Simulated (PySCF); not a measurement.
## Co: ionisation energy

Co [Ar] 3d7 4s2 (4F) → Co+ [Ar] 3d8 (3F), as a difference of total energies. All numbers are calculated (PySCF 2.14, the non-relativistic Hamiltonian (point nucleus), in def2-TZVP). Correlated levels: valence: [Ar] frozen. The calculations carry no spin-orbit coupling.

```
           method  ionisation energy (eV)
              UHF                   7.834
           M06-2X                   7.806
             PBE0                   7.386
    MP2 (valence)                   6.905
SCS-MP2 (valence)                   6.987
```

Problem. How much does correlation contribute at MP2 (valence)?

Solution. 6.905 − (7.834) = -0.929 eV, measured against UHF.

These non-relativistic numbers lack the scalar-relativistic shift.

Errors of the correlated levels include the incompleteness of this basis and the frozen core.

MP2 underrates the near-degeneracy of ns² with np² in the lower species.

For comparison: 7.869 eV (measured; NIST levels, between the centres of gravity of the two terms).
